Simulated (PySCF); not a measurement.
C4H2FOS (charge -1).
Z-matrix (Å and degrees, GFN2-xTB geometry), rows numbered from 1:
```
O 
C   1  1.2272
S   2  1.8592  1  121.14
C   3  1.7447  2   92.36  1  -179.99
C   4  1.3535  3  111.63  2     0.01
C   2  1.3809  1  134.77  3  -179.99
F   6  1.3878  2  120.96  1    -0.02
H   4  1.0725  3  119.16  2   179.93
H   5  1.0792  4  124.36  3   179.99
```

The closed-shell SCF was solved with PySCF and density fitting under several settings on one GFN2-xTB geometry (grid level 2 and gas phase unless stated).

```csv
settings,basis functions,SCF cycles,E (Eh),HOMO (eV),LUMO (eV)
PBE0/pcSseg-1,136,15,-726.3648,-0.09,5.09
BHandHLYP/def2-TZVP,235,15,-726.8731,-1.08,5.85
"KT3/def2-SVPD, IEF-PCM acetone, level shift 0.1 Eh",169,12,-734.1552,-3.57,-0.30
PBE/3-21G,71,17,-722.5669,1.74,5.19
LDA/ANO-RCC-VDZP,112,18,-722.8273,0.85,3.62
"BLYP/def2-SVPD, fitting basis def2-qzvpp-jkfit",169,15,-726.4972,0.77,3.55
"KT3/pcSseg-1, IEF-PCM acetone",136,17,-734.4556,-3.32,0.23
```

Estimate the row for these settings: LDA/pcSseg-1, fitting basis def2-universal-jkfit.

```csv
settings,basis functions,SCF cycles,E (Eh),HOMO (eV),LUMO (eV)
"LDA/pcSseg-1, fitting basis def2-universal-jkfit",136,14,-722.9726,0.75,4.09
```

Over all rows, what range does the HOMO–LUMO gap span?

From 2.77 eV (LDA/ANO-RCC-VDZP) to 6.93 eV (BHandHLYP/def2-TZVP). The functional of the narrowest has no exact exchange, that of the widest 50 % exact exchange.

Compare two rows with the functional LDA: LDA/ANO-RCC-VDZP and LDA/pcSseg-1, fitting basis def2-universal-jkfit. Which energy is lower, and by how much?

LDA/pcSseg-1, fitting basis def2-universal-jkfit (136 functions) lies 0.1453 Eh or 91 kcal/mol below LDA/ANO-RCC-VDZP (112 functions).

Cycle counts include a coarse-grid stage where the run had one. KT3 was designed for NMR shieldings or shifts; total energies of different functionals aren't comparable. ANO-RCC sets were contracted for a scalar-relativistic Hamiltonian, but ran non-relativistically here. The HOMO energy is positive at BLYP/def2-SVPD, LDA/ANO-RCC-VDZP, LDA/pcSseg-1 and PBE/3-21G; such an orbital is held in place by the finite basis. Geometry: GFN2-xTB; no vibrations or thermal averaging.
